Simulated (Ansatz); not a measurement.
Relaxation of CrNF3 with RKS PBE0-D4/def2-SVP.

```sh
$ ansatz run in.yaml --threads 4 --pin off --events-out ev --progress --plain --max-ram 3916MiB
```

```yaml
crystal:
  periodic: [false, false, false]
  atoms:
    - {symbol: Cr, position_ang: [-0.000090, 0.000920, -0.087600]}
    - {symbol: N, position_ang: [0.008420, -0.015660, 1.534890]}
    - {symbol: F, position_ang: [1.641090, 0.009030, -0.491010]}
    - {symbol: F, position_ang: [-0.828310, 1.425120, -0.463630]}
    - {symbol: F, position_ang: [-0.821110, -1.419400, -0.492650]}
basis:
  gaussian: {orbitals: def2-SVP}
hamiltonian: {xc: pbe0, dispersion: d4}
scf: {omitted_lower_state_checks: [starts]}
output: {orbitals: {seedname: orbitals}}
relax: {f_tol: 0.02, max_steps: 100}
```

It took 7 s on 4 threads of Arm Neoverse V2 on a shared host.

Positions (Å) and forces (eV/Å) at steps 1, 2, 3, 4, 5 of 5:

```xyz
5
step=1 energy=-38035.6236 eV
Cr    0.000    0.001   -0.088    0.039   -0.074    7.373
N     0.008   -0.016    1.535   -0.035    0.069   -6.751
F     1.641    0.009   -0.491   -0.279    0.002   -0.206
F    -0.828    1.425   -0.464    0.139   -0.233   -0.210
F    -0.821   -1.419   -0.493    0.136    0.236   -0.206
5
step=2 energy=-38036.0964 eV
Cr    0.000    0.000   -0.042    0.020   -0.038    3.817
N     0.008   -0.015    1.496   -0.019    0.037   -3.569
F     1.626    0.009   -0.493   -0.074    0.001   -0.082
F    -0.821    1.413   -0.466    0.037   -0.059   -0.084
F    -0.814   -1.407   -0.495    0.036    0.060   -0.083
5
step=3 energy=-38036.2014 eV
Cr    0.000    0.000   -0.008   -0.008    0.014   -1.416
N     0.008   -0.015    1.450    0.008   -0.015    1.434
F     1.618    0.009   -0.489    0.096    0.000   -0.007
F    -0.816    1.406   -0.462   -0.048    0.084   -0.005
F    -0.809   -1.400   -0.491   -0.047   -0.084   -0.006
5
step=4 energy=-38036.2156 eV
Cr    0.000    0.000   -0.016    0.000    0.000    0.048
N     0.008   -0.015    1.462    0.000    0.000   -0.038
F     1.621    0.009   -0.491   -0.001    0.000   -0.003
F    -0.818    1.408   -0.464    0.001    0.000   -0.003
F    -0.811   -1.403   -0.492    0.001    0.000   -0.003
5
step=5 energy=-38036.2157 eV
Cr    0.000    0.000   -0.015    0.000    0.000   -0.009
N     0.008   -0.015    1.463    0.000    0.000   -0.003
F     1.620    0.009   -0.491   -0.002    0.000    0.004
F    -0.818    1.408   -0.464    0.001   -0.002    0.004
F    -0.811   -1.403   -0.493    0.001    0.002    0.004
```

The restricted singlet is unstable towards broken spin symmetry in Hartree–Fock (as tested in another run); at PBE0-D4/def2-SVP this wasn't settled.
